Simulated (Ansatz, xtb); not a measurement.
C3H6F2SSi: which of two isomers lies lower

Structure a is `F[C@@H]1CSC[Si@H]1F`, a singlet and structure b is `CS/C(=C\F)[SiH2]F`, a singlet. Both are isolated molecules in the gas phase, relaxed with r2SCAN-D4/def2-SVP; the shapes shown needn't be the lowest conformers.

a (Å):

```yaml
atoms:
  - { symbol: C, position_ang: [-0.3608, 2.2703, 0.0454] }
  - { symbol: C, position_ang: [-0.2268, 1.0881, -0.8979] }
  - { symbol: C, position_ang: [-1.6863, -0.0977, 1.0869] }
  - { symbol: F, position_ang: [-1.3510, 3.1341, -0.4334] }
  - { symbol: F, position_ang: [0.2451, 1.2830, 2.7133] }
  - { symbol: S, position_ang: [-1.6901, -0.0118, -0.7432] }
  - { symbol: Si, position_ang: [-1.0003, 1.5506, 1.6923] }
  - { symbol: H, position_ang: [0.5900, 2.8320, 0.1088] }
  - { symbol: H, position_ang: [-0.1802, 1.4183, -1.9484] }
  - { symbol: H, position_ang: [0.6989, 0.5294, -0.6696] }
  - { symbol: H, position_ang: [-1.0688, -0.9384, 1.4524] }
  - { symbol: H, position_ang: [-2.7227, -0.2743, 1.4155] }
  - { symbol: H, position_ang: [-1.9706, 2.4442, 2.3725] }
```

b (Å):

```yaml
atoms:
  - { symbol: C, position_ang: [-1.2282, 1.4773, -0.9599] }
  - { symbol: C, position_ang: [0.2975, 0.9303, 1.3362] }
  - { symbol: C, position_ang: [-0.7361, 1.0126, 2.1901] }
  - { symbol: F, position_ang: [-2.0017, 0.7661, 1.8355] }
  - { symbol: F, position_ang: [1.9754, 1.5590, 3.5135] }
  - { symbol: S, position_ang: [0.1894, 0.4978, -0.3759] }
  - { symbol: Si, position_ang: [2.0146, 1.3783, 1.8914] }
  - { symbol: H, position_ang: [-2.1721, 1.1065, -0.5401] }
  - { symbol: H, position_ang: [-1.0905, 2.5386, -0.7070] }
  - { symbol: H, position_ang: [-1.2379, 1.3636, -2.0533] }
  - { symbol: H, position_ang: [-0.6435, 1.3088, 3.2410] }
  - { symbol: H, position_ang: [2.9766, 0.2965, 1.5510] }
  - { symbol: H, position_ang: [2.4446, 2.6700, 1.2919] }
```

Quicker runs give these differences E(b) − E(a): GFN2-xTB +49.9 kJ/mol; HF/STO-3G +176.0 kJ/mol (at GFN2-xTB geometries); r2SCAN-D4/def2-SVP//GFN2-xTB +77.7 kJ/mol.

Problem. Estimate E(b) − E(a) at the level CCSD(T)/def2-SVP + ΔMP2/def2-TZVPP.

Solution. Calculated at CCSD(T)/def2-SVP + ΔMP2/def2-TZVPP: E(b) − E(a) = +74.7 kJ/mol, so structure a lies lower.

The same difference at several levels:

```json
{"level": "GFN2-xTB", "geometry": "GFN2-xTB", "E(b) − E(a) (kJ/mol)": "+49.9", "departure from the last row (kJ/mol)": "−24.8", "job, with rough time for the two": "optimisation, 0.37 s"}
{"level": "HF/STO-3G", "geometry": "GFN2-xTB", "E(b) − E(a) (kJ/mol)": "+176.0", "departure from the last row (kJ/mol)": "+101.3", "job, with rough time for the two": "single point, 0.38 s"}
{"level": "r2SCAN-D4/def2-SVP//GFN2-xTB", "geometry": "GFN2-xTB", "E(b) − E(a) (kJ/mol)": "+77.7", "departure from the last row (kJ/mol)": "+3.0", "job, with rough time for the two": "single point, 3.8 s"}
{"level": "r2SCAN-D4/def2-SVP", "geometry": "r2SCAN-D4/def2-SVP", "E(b) − E(a) (kJ/mol)": "+75.6", "departure from the last row (kJ/mol)": "+0.9", "job, with rough time for the two": "optimisation, 89 s"}
{"level": "HF/def2-SVP", "geometry": "r2SCAN-D4/def2-SVP", "E(b) − E(a) (kJ/mol)": "+64.9", "departure from the last row (kJ/mol)": "−9.8", "job, with rough time for the two": "part of the CCSD(T) run"}
{"level": "MP2/def2-SVP", "geometry": "r2SCAN-D4/def2-SVP", "E(b) − E(a) (kJ/mol)": "+70.9", "departure from the last row (kJ/mol)": "−3.9", "job, with rough time for the two": "part of the CCSD(T) run"}
{"level": "CCSD(T)/def2-SVP", "geometry": "r2SCAN-D4/def2-SVP", "E(b) − E(a) (kJ/mol)": "+65.5", "departure from the last row (kJ/mol)": "−9.3", "job, with rough time for the two": "single point"}
{"level": "CCSD(T)/def2-SVP + ΔMP2/def2-TZVPP", "geometry": "r2SCAN-D4/def2-SVP", "E(b) − E(a) (kJ/mol)": "+74.7", "departure from the last row (kJ/mol)": "", "job, with rough time for the two": "single point, 67 s"}
```

As drawn, b has 1 C=C, 1 Si–H in place of 1 C–C, 1 C–Si, 1 C–H. Structure a has a 5-membered ring, b no ring.

The levels shown agree on the order. The largest departure from CCSD(T)/def2-SVP + ΔMP2/def2-TZVPP is that of HF/STO-3G, 101.3 kJ/mol. The last row adds to CCSD(T) the change of the MP2 difference between the two basis sets, here +9.3 kJ/mol.

With thermal terms from frequencies at re-optimised GFN2-xTB minima (ideal gas, soft modes damped towards free rotors, one conformer each, 298.15 K, 1 atm): the zero-point term adds −12.5 kJ/mol; ΔH is +66.3 and ΔG +57.4 kJ/mol.

The correlated steps freeze 15 core orbitals. Mirror images aren't counted in ΔG. Codes used: Ansatz 0.2.0, xtb 6.7.1; the last row on 4 threads of Arm Neoverse V1 on a shared host.
